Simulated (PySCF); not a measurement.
## Field gradients at the hydrogen positions

Compound: C10H7N.
Cartesian coordinates in Å at the GFN2-xTB level; atoms count from 1:
```xyz
18
C10H7N angstrom
N      1.333    3.683   -0.068
C      1.220    2.542   -0.061
C      1.077    1.138   -0.054
C      2.198    0.307   -0.112
C      2.054   -1.069   -0.108
C      0.795   -1.659   -0.045
C     -0.317   -0.847    0.013
C     -0.189    0.550    0.011
C     -1.508    1.138    0.083
C     -2.422    0.160    0.126
C     -1.773   -1.190    0.086
H      3.181    0.751   -0.162
H      2.934   -1.694   -0.153
H      0.698   -2.735   -0.043
H     -1.688    2.198    0.098
H     -3.488    0.281    0.183
H     -2.012   -1.779    0.974
H     -2.102   -1.768   -0.781
```

Level: PBE0/pcSseg-1 (PySCF, non-relativistic); Q(2H) = 0.00286 b; rigid geometry, the same for H and D, with no vibrational averaging.

Problem. Rank these positions by the coupling χzz of a deuteron there, largest first.
A. H17 (methylene hydrogen)
B. H14 (aromatic hydrogen)
C. H15 (vinylic hydrogen)

Solution. C (225 kHz), B (219 kHz), A (205 kHz).

Problem. What are Vzz, η and χzz (234.96 MHz × Q × Vzz) at all hydrogens?

Solution. 
```csv
atom,bonded to,bond length (Å),Vzz (au),η,χzz (kHz)
H12,C4,1.080,0.3223,0.07,217
H13,C5,1.080,0.3264,0.07,219
H14,C6,1.080,0.3255,0.06,219
H15,C9,1.075,0.3346,0.05,225
H16,C10,1.075,0.3384,0.05,227
H17,C11,1.093,0.3056,0.02,205
H18,C11,1.093,0.3054,0.02,205
```

Problem. Give the 2H NMR doublet splittings at H13 for a magnetic field along the z, y and x axes of the gradient: 3χ/2, 3χ(1 + η)/4, 3χ(1 − η)/4.

Solution. With |χ| = 219.3 kHz and η = 0.069: 329, 176 and 153 kHz, to first order and without motion.

Geometry: GFN2-xTB; no solvent, vibrations or thermal averaging. GFN2-xTB bond lengths can be off by several hundredths of an ångström, more for odd bonds, and the gradients follow them. These gradients aren't converged with respect to the basis.
